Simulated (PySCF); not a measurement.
# Mn²⁺: ionisation energy

Mn²⁺ [Ar] 3d5 (6S) → Mn³⁺ [Ar] 3d4 (5D), as a difference of total energies. Calculation: PySCF 2.14, in def2-SVP (5s3p2d1f, 31 functions); the non-relativistic Hamiltonian (point nucleus). Correlated levels: valence: [Ar] frozen. The calculations carry no spin-orbit coupling.

Problem. Order these methods by the ionisation energy they give, lowest first.
A. UHF
B. MP2 (valence)
C. SCS-MP2 (valence)
D. r2SCAN

Solution. A (32.994 eV), C (33.196 eV), B (33.599 eV), D (34.542 eV).

These non-relativistic numbers lack the scalar-relativistic shift.

The reference lies between the lowest fine-structure levels, while these numbers refer to the centres of the terms.

Errors of the correlated levels include the incompleteness of this basis and the frozen core.

For comparison: 33.668 ± 0.012 eV (measured; NIST Atomic Spectra Database, ionization energies).
